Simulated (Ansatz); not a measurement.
Single points on (HCd-mu-Br)2 (Cd2H2Br2).

```yaml
crystal:
  periodic: [false, false, false]
  atoms:
    - {symbol: Cd, position_ang: [0.643425, 0.861376, -1.556011]}
    - {symbol: H, position_ang: [1.225685, 1.631523, -2.917826]}
    - {symbol: Br, position_ang: [-1.353087, 1.293317, 0.155538]}
    - {symbol: Cd, position_ang: [-0.642732, -0.860286, 1.556913]}
    - {symbol: H, position_ang: [-1.198450, -1.607509, 2.942373]}
    - {symbol: Br, position_ang: [1.325158, -1.318421, -0.180977]}
basis:
  gaussian: {orbitals: def2-TZVP, initial_orbitals: start.molden}
hamiltonian: {xc: pbe0, dispersion: d4}
scf: {omitted_lower_state_checks: [starts]}
output: {orbitals: {seedname: orbitals}}
```

The file start.molden holds the orbitals of an earlier run on this structure, at another level or in another basis.

```sh
$ ansatz run in.yaml --threads 4 --pin off --events-out ev --progress --plain --max-ram 3916MiB
```

It prints (some lines left out):

```
Functional definition: PBE0
1754 factors; their error is unknown
mean field evaluation 1: about -149240.1771 eV, gradient 1.7e2 eV
mean field evaluation 2: about -149240.9293 eV, gradient 2.3e0 eV
mean field evaluation 4: about -149241.9594 eV, gradient 6.8e-1 eV
mean field evaluation 8: about -149241.9598 eV, gradient 2.1e-5 eV
mean field -149241.95980152 eV, -5484.5408628723 hartree, gradient 2.1e-5 eV, S^2 0.000000; 0 other end points of the search recorded, 0 dependent functions left out
reference -149241.95983898 eV, -5484.5408642489 hartree; 56, 56 occupied and 132, 132 virtual orbitals, 1754 factors
Total energy: -149242.16759116 eV, -5484.5484990005 hartree
Checks for a lower state left out: starts
```

Hardware: 4 threads of Arm Neoverse V1 on a shared host. Wall time 4.9 s, peak host memory 0.66 GiB.

The first input with `gaussian: {orbitals: def2-SVP, initial_orbitals: start.molden}` (abridged; 3 s):

```
Functional definition: PBE0
mean field -149222.80143452 eV, -5483.8368058711 hartree, gradient 2.4e-5 eV, S^2 0.000000
Total energy: -149223.00922663 eV, -5483.8444420900 hartree
Checks for a lower state left out: starts
```

First input, but with `correlation: {method: mp2}` and without the key `hamiltonian` (abridged; 3.9 s):

```
Functional definition: HF
mean field -149114.09964371 eV, -5479.8420887393 hartree, gradient 9.6e-7 eV, S^2 0.000000
18 core orbitals not correlated: weight in the atoms' cores, before any rotation towards them, 1.000 or more for the frozen orbitals, at most 0.000 for the correlated occupied ones
second order -42.72270533 eV of doubles, -0.00000000 eV of singles
Total energy: -149156.82234904 eV, -5481.4121192018 hartree
Checks for a lower state left out: starts
```

First input, but with `hamiltonian: {xc: pbe}`, `correlation: {method: rpa}` and without the key `output` (abridged; 7 s):

```
Functional definition: PBE
mean field -149237.46334578 eV, -5484.3756211715 hartree, gradient 1.9e-6 eV, S^2 0.000000
18 core orbitals not correlated: weight in the atoms' cores, before any rotation towards them, 1.000 or more for the frozen orbitals, at most 0.000 for the correlated occupied ones
Total energy: -149170.82467974 eV, -5481.9266953638 hartree
Checks for a lower state left out: starts
```

As the first input, with `gaussian: {orbitals: STO-3G}`, `hamiltonian: {xc: hf}` (abridged; 1.1 s):

```
Functional definition: HF
mean field -433039.43011665 eV, -15913.9055321186 hartree, gradient 1.7e-5 eV, S^2 0.000000
Total energy: -433039.43011665 eV, -15913.9055321186 hartree
Checks for a lower state left out: starts
```

The first input with `hamiltonian: {xc: r2scan, dispersion: d4}` (abridged; 6.5 s):

```
Functional definition: r2SCAN
mean field -149261.02260936 eV, -5485.2414081391 hartree, gradient 1.8e-5 eV, S^2 0.000000
Total energy: -149261.07311683 eV, -5485.2432642543 hartree
Checks for a lower state left out: starts
```

The first input with `gaussian: {orbitals: def2-SVP, initial_orbitals: start.molden}`, `correlation: {method: ccsd_t}` and without the key `hamiltonian` (abridged; 61 s):

```
Functional definition: HF
mean field -149094.91952081 eV, -5479.1372322237 hartree, gradient 2.4e-6 eV, S^2 0.000000
18 core orbitals not correlated: weight in the atoms' cores, before any rotation towards them, 1.000 or more for the frozen orbitals, at most 0.000 for the correlated occupied ones
second order -33.19869528 eV of doubles, -0.00000000 eV of singles
cycle   1  -31.95704708 eV  change     1.2e0 eV  update   1.2e-1
cycle   2  -32.62543756 eV  change   -6.7e-1 eV  update   3.3e-2
cycle   3  -32.70885970 eV  change   -8.3e-2 eV  update   1.9e-2
cycle   4  -32.67148150 eV  change    3.7e-2 eV  update   4.8e-3
cycle   5  -32.67301766 eV  change   -1.5e-3 eV  update   1.6e-3
cycle   6  -32.67478102 eV  change   -1.8e-3 eV  update   4.7e-4
cycle   7  -32.67413597 eV  change    6.5e-4 eV  update   1.5e-4
cycle   8  -32.67406897 eV  change    6.7e-5 eV  update   4.7e-5
perturbative correction -0.74065628 eV, -0.0272186161 hartree
Total energy: -149128.33424606 eV, -5480.3652007272 hartree
Checks for a lower state left out: starts
```

Geometry: r2SCAN-D4/def2-SVP.

In the def2 sets Cd takes a core potential, while STO-3G treats all electrons; there is no spin–orbit coupling. Correlated methods freeze 18 core orbitals; core or outer-core shells of Cd, Br are correlated, in sets that lack core-valence functions.
